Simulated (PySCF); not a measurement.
Electron correlation in Ga+ (gallium, charge +1)

[Ar] 3d10 4s2, closed-shell 1S. Computed with PySCF 2.14 in dyall-av2z, with the non-relativistic Hamiltonian (point nucleus). Frozen: [Ar] 3d10; 2 electrons correlated; the 34 highest virtual orbitals of each spin left out.

With two correlated electrons CCSD is exact within the correlated space (frozen core and kept virtual orbitals).

| level | correlation energy (mhartree) |
| --- | --- |
| CCSD | -37.02 |

Diagnostics: T1 = 0.0070, D1 = 0.0099, largest double amplitude 0.099.

Q: Is a single reference adequate?

A: Mostly. T1 lies below 0.03, but a double amplitude of this size points to a near-degeneracy that CCSD handles and MP2 describes poorly.
